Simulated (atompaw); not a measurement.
## Building the PAW (atompaw) potential for tantalum (LDA (PW92), scalar-relativistic).

```json
{
 "Element": "tantalum (Ta)",
 "Generator": "atompaw 4.2.0.5",
 "Type": "PAW",
 "Functional": "LDA (PW92)",
 "Relativity": "scalar-relativistic",
 "Frozen core": "[Kr] 4d10 4f14 5s2",
 "Valence charge": "11",
 "Reference configuration": "5p6 5d3 6s0 6p0 (charge +2)",
 "Partial waves": "6s (bound, empty): rc 2.30 bohr; 6s channel at 2.5 Ry: rc 2.30 bohr; 5p (bound): rc 2.10 bohr; 6p (bound, empty): rc 2.30 bohr; 5d (bound): rc 2.30 bohr; 5d channel at 2.2 Ry: rc 2.00 bohr; 5f channel at 0.4 Ry: rc 2.10 bohr",
 "Local potential": "bessel scheme, radius 1.55 bohr",
 "Core correction": "smooth core density matched at 1.60 bohr",
 "Augmentation charge": "gaussian compensation charge, radius 1.80 bohr; PAW radius 2.30 bohr; waves and projectors: custom rrkj gramschmidtortho"
}
```

All-electron outer shells of the reference configuration (LDA (PW92), scalar-relativistic, ld1.x):

| shell | level (eV) | outermost node (bohr) | outermost maximum (bohr) |
| --- | --- | --- | --- |
| 5p | -55.24 | 0.58 | 1.13 |
| 4f | -40.64 | – | 0.44 |
| 6s | -18.77 | 1.31 | 2.55 |
| 5d | -18.63 | 0.65 | 1.56 |
| 6p | -12.69 | 1.56 | 3.19 |

Problem. Does the generator finish with these settings?

Solution. No. atompaw 4.2.0.5 stopped with "atompaw: The overlap operator has at least one negative eigenvalue!": the overlap operator built from these waves and projectors is not positive definite.
